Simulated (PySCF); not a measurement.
Cartesian coordinates (Å):
```xyz
6

Hf    -0.0345    -0.0950    -0.1139
H      0.4865    -0.6327     1.5866
H     -0.4263     1.7162    -0.1423
H      1.3003    -0.4335    -1.3544
S     -2.0179    -1.3371    -0.7314
H     -1.8912    -1.9189     0.5083
```
Charge 0, multiplicity 1.

**Question.** Estimate the HOMO–LUMO gap, LUMO and charge on the central atom (Mulliken) that PBE-D3(BJ)/def2-TZVP // BP86-D3(BJ)/def2-SVP in PySCF returns for this input.

**Answer.** 
```
Property                                 Result
-------------------------------------  --------
HOMO–LUMO gap                           3.86 eV
LUMO                                   -3.05 eV
charge on the central atom (Mulliken)    0.69 e
```
